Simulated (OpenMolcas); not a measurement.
**MoCl2O2 (SMILES O=[Mo](=O)(Cl)Cl): methods side by side**

MoCl2O2: 5 atoms, total charge 0, spin state singlet. As SMILES, `O=[Mo](=O)(Cl)Cl`. The shape is that of a PBE0-D4/def2-TZVP optimisation.

Quantity: the dipole moment, in D. The values are calculated.

| level | kind | program | value (D) | CPU time |
| --- | --- | --- | --- | --- |
| HF/def2-SVP (core potential) | Hartree–Fock | OpenMolcas | 1.51 | 18 s |
| SVWN5/def2-SVP (core potential) | LDA | OpenMolcas | 1.38 | 27 s |
| BLYP/def2-SVP (core potential) | GGA | OpenMolcas | 1.27 | 37 s |
| M06-L/def2-SVP (core potential) | meta-GGA | OpenMolcas | 1.03 | 49 s |
| PBE0/def2-SVP (core potential) | global hybrid | OpenMolcas | 1.22 | 38 s |

The values span 1.03 to 1.51 D. CPU times are rough (shared hosts, several kinds of processor): they show what a rung costs within a factor of a few.
